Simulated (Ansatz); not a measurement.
The molecule ZnNi, multiplicity 3 (lowest of 2S+1 = 1, 3 at PBE0/def2-TZVPP; our sources give no spin for the ground state, which may be another). No spin–orbit coupling. Ni is treated without relativity. Zn is treated without relativity.

The constants come from a fifth-degree fit in 1/R (seven points, main isotopes). Runs in def2 and cc sets follow the lowest solution found near the PBE0 minimum.

Correlated levels freeze the inner cores; with def2 sets outer-core shells near the valence are correlated too.

Run with Ansatz (an electronic-structure program). Values without a source in brackets are computed.

Energies at B2PLYP/def2-TZVPP:

```json
[
 {"R (Å)": "2.254394", "E (hartree)": "-3287.34111937"},
 {"R (Å)": "2.314996", "E (hartree)": "-3287.34273296"},
 {"R (Å)": "2.370750", "E (hartree)": "-3287.34342439"},
 {"R (Å)": "2.433776", "E (hartree)": "-3287.34351672"},
 {"R (Å)": "2.496802", "E (hartree)": "-3287.34307339"},
 {"R (Å)": "2.569524", "E (hartree)": "-3287.34210369"},
 {"R (Å)": "2.654367", "E (hartree)": "-3287.34059036"}
]
```

Task: With a reduced mass of 30.3924 u, find the minimum, the force constant and the constants.

Result: A fifth-degree polynomial in 1/R puts the minimum at r_e = 2.4109 Å with force constant 66.0 N/m. Then ω_e = (1/2πc)√(k/μ) = 192 cm⁻¹ and B_e = h/(8π²cμr_e²) = 0.09543 cm⁻¹; the cubic and quartic terms give α_e = 0.00090 and ω_e x_e = 1.8 cm⁻¹.
